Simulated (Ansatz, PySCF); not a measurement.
furan-2-ylsilane (C4H6OSi), SMILES [SiH3]c1ccco1. Atoms are numbered in the order given.

```xyz
12

Si     2.0403     0.0837    -0.0634
C      0.1793     0.0126     0.0898
C     -0.6604     0.0422     1.1719
C     -2.0000    -0.0469     0.6633
C     -1.8726    -0.1241    -0.6920
O     -0.5722    -0.0896    -1.0511
H      2.4639     1.2662    -0.8663
H      2.5684    -1.1477    -0.7170
H      2.5861     0.1928     1.3188
H     -0.3552     0.1191     2.2152
H     -2.9294    -0.0526     1.2308
H     -2.5936    -0.2049    -1.5038
```
Charge 0, spin multiplicity 1.

Geometry: ωB97X-D3(BJ)/def2-SVP.

Two levels are set side by side: PBE-D3(BJ)/def2-SVP (Ansatz, a program for electronic structure) and ωB97X-D3(BJ)/def2-SVP (PySCF). Each level has its own optimised geometry; the coordinates shown are those of the second. Frequencies come from the Hessian of PySCF at each geometry. Differences are taken from unrounded values.

```
quantity                            ωB97X-D3(BJ)
----------------------------------  ------------
mean bond length (Å)                       1.375
bond Si1–C2 (Å)                            1.869
bond C2–C3 (Å)                             1.370
bond C2–O6 (Å)                             1.370
bond C3–C4 (Å)                             1.436
bond C4–C5 (Å)                             1.363
bond C5–O6 (Å)                             1.350
bond Si1–H7 (Å)                            1.491
bond Si1–H8 (Å)                            1.491
bond Si1–H9 (Å)                            1.490
bond C3–H10 (Å)                            1.090
bond C4–H11 (Å)                            1.089
bond C5–H12 (Å)                            1.089
highest harmonic wavenumber (cm⁻¹)          3304
mean harmonic wavenumber (cm⁻¹)             1265
zero-point energy (kcal/mol)               54.25
```

Task: What does PBE-D3(BJ) give, and how far is it from ωB97X-D3(BJ)? (An estimate is asked for; the answer gives what the named calculation found.)

Result: 
```json
[
 {"quantity": "mean bond length (Å)", "PBE-D3(BJ)": "1.384", "PBE-D3(BJ) minus ωB97X-D3(BJ)": "0.009"},
 {"quantity": "bond Si1–C2 (Å)", "PBE-D3(BJ)": "1.872", "PBE-D3(BJ) minus ωB97X-D3(BJ)": "0.003"},
 {"quantity": "bond C2–C3 (Å)", "PBE-D3(BJ)": "1.385", "PBE-D3(BJ) minus ωB97X-D3(BJ)": "0.015"},
 {"quantity": "bond C2–O6 (Å)", "PBE-D3(BJ)": "1.380", "PBE-D3(BJ) minus ωB97X-D3(BJ)": "0.010"},
 {"quantity": "bond C3–C4 (Å)", "PBE-D3(BJ)": "1.433", "PBE-D3(BJ) minus ωB97X-D3(BJ)": "-0.003"},
 {"quantity": "bond C4–C5 (Å)", "PBE-D3(BJ)": "1.376", "PBE-D3(BJ) minus ωB97X-D3(BJ)": "0.013"},
 {"quantity": "bond C5–O6 (Å)", "PBE-D3(BJ)": "1.359", "PBE-D3(BJ) minus ωB97X-D3(BJ)": "0.009"},
 {"quantity": "bond Si1–H7 (Å)", "PBE-D3(BJ)": "1.504", "PBE-D3(BJ) minus ωB97X-D3(BJ)": "0.014"},
 {"quantity": "bond Si1–H8 (Å)", "PBE-D3(BJ)": "1.504", "PBE-D3(BJ) minus ωB97X-D3(BJ)": "0.014"},
 {"quantity": "bond Si1–H9 (Å)", "PBE-D3(BJ)": "1.502", "PBE-D3(BJ) minus ωB97X-D3(BJ)": "0.012"},
 {"quantity": "bond C3–H10 (Å)", "PBE-D3(BJ)": "1.096", "PBE-D3(BJ) minus ωB97X-D3(BJ)": "0.006"},
 {"quantity": "bond C4–H11 (Å)", "PBE-D3(BJ)": "1.096", "PBE-D3(BJ) minus ωB97X-D3(BJ)": "0.007"},
 {"quantity": "bond C5–H12 (Å)", "PBE-D3(BJ)": "1.095", "PBE-D3(BJ) minus ωB97X-D3(BJ)": "0.007"},
 {"quantity": "highest harmonic wavenumber (cm⁻¹)", "PBE-D3(BJ)": "3212", "PBE-D3(BJ) minus ωB97X-D3(BJ)": "-93"},
 {"quantity": "mean harmonic wavenumber (cm⁻¹)", "PBE-D3(BJ)": "1210", "PBE-D3(BJ) minus ωB97X-D3(BJ)": "-55"},
 {"quantity": "zero-point energy (kcal/mol)", "PBE-D3(BJ)": "51.88", "PBE-D3(BJ) minus ωB97X-D3(BJ)": "-2.37"}
]
```

GGA bonds tend to be longer and softer than those of functionals with exact exchange. Differences between two approximate levels are no errors against the true value.
